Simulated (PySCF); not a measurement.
PySCF 2.14 output of an unrestricted LDA calculation on a single atom or ion in aug-cc-pwCVDZ-PP with ECP60MDF, with a scalar-relativistic core potential:

```
SCF conv_tol = 1e-09
number electrons alpha = 11  beta = 6
    P. A. M. Dirac.,  Math. Proc. Cambridge Philos. Soc. 26, 376 (1930)
    F. Bloch.,  Z. Phys. 57, 545 (1929)
    S. H. Vosko, L. Wilk, and M. Nusair.,  Can. J. Phys. 58, 1200 (1980)
cycle= 1 E= -103.912371832012  delta_E= -0.0135  |g|= 0.0433  |ddm|= 0.917
cycle= 2 E= -103.912517788077  delta_E= -0.000146  |g|= 0.0345  |ddm|= 0.0998
cycle= 3 E= -103.912904839763  delta_E= -0.000387  |g|= 0.00173  |ddm|= 0.057
cycle= 4 E= -103.912906534884  delta_E= -1.7e-06  |g|= 0.000143  |ddm|= 0.0078
cycle= 5 E= -103.912906662194  delta_E= -1.27e-07  |g|= 2.82e-05  |ddm|= 0.00321
cycle= 6 E= -103.91290667375  delta_E= -1.16e-08  |g|= 1.18e-05  |ddm|= 0.000934
cycle= 7 E= -103.912906675561  delta_E= -1.81e-09  |g|= 1.05e-06  |ddm|= 0.000541
cycle= 8 E= -103.912906675562  delta_E= -1.09e-12  |g|= 6.82e-08  |ddm|= 9.03e-06
converged SCF energy = -103.912906675562  <S^2> = 8.7526565  2S+1 = 6.0008855
```

The run itself started from symmetry-adapted Hartree-Fock orbitals and held the occupation by maximum overlap, on a logarithmic radial grid, so the iterations belong to that start.

**Question.** Which element, charge and spin multiplicity is this?

**Answer.** Ir (iridium, neutral), multiplicity 6; the state was [Xe] 4f14 5d6 6s2 7s1, high-spin 6D determinant (an excited configuration).

Energies and moments cover only the electrons outside the core potential. Spin-orbit coupling, absent here, splits the open shell strongly. The outer electron is Rydberg-like, and this basis confines it to a smaller radius and binds it less than a complete one would.
